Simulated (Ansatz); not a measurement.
`C[O][AlH][Br]` + H₂ → `C[O][AlH2]` + HBr at 700 K and 1 bar (hydrogenolysis of the Al–Br bond).

Program: Ansatz. Geometries: PBE0-D4/def2-TZVP. ΔE: electronic, gas phase. CCSD(T)/CBS is the MP2 limit (def2-TZVPP, def2-QZVPP) plus CCSD(T) − MP2 in def2-TZVPP, frozen cores. This one scheme is used for every species. For Br outer-core shells are correlated without core-valence functions, which leaves a few kJ/mol of doubt a bond. Scalar relativity is left out up to krypton. One conformer a species, not always the lowest.

```csv
species,CCSD(T)/CBS energy (Eh),H − E (kJ/mol),S (J/(mol·K))
`C[O][AlH][Br]`,-2931.07194,195.3,435.6
H₂,-1.17544,46.8,155.3
`C[O][AlH2]`,-358.26893,201.7,379.3
HBr,-2573.91920,36.5,223.7
```

H − E and S are ideal-gas, rigid-rotor, harmonic terms from PBE0-D4/def2-TZVP, for one conformer and one mirror image of each species. The MP2-based limit puts H₂ 0.8 mEh under its directly extrapolated value; such offsets cancel only in part. 1 Eh = 2625.50 kJ/mol, R = 8.31446 J/(mol·K).

**Question.** By hand: ΔE, ΔH, ΔS and ΔG.

**Answer.** ΔE = (-358.26893) + (-2573.91920) − (-2931.07194) − (-1.17544) = 0.05925 Eh = 155.6 kJ/mol. Δ(H − E) = 201.7 + 36.5 − 195.3 − 46.8 = -3.9, so ΔH = 151.7 kJ/mol. ΔS = 379.3 + 223.7 − 435.6 − 155.3 = 12.1 J/(mol·K). ΔG = 151.7 − 700 × (12.1)/1000 = 143.2 kJ/mol.

**Question.** By hand: the equilibrium constant, and the temperature at which ΔG would vanish if ΔH and ΔS stayed fixed.

**Answer.** log₁₀ K = −ΔG/(RT ln 10) = -10.7. ΔG = 0 at ΔH/ΔS = 12537 K, far beyond where these terms or the molecules hold.

The number of gas molecules stays the same, so ΔS is small and ΔH decides. A doubt of 5 kJ/mol in ΔE shifts log₁₀ K by 0.4 here. Other conformers and mirror images would add mixing entropy, several J/(mol·K) or more a flexible species. These are equilibria of isolated gas molecules and say nothing of rates. Largest T1 diagnostic: 0.012 (customary marks: 0.02 for closed shells, 0.045 for open ones).
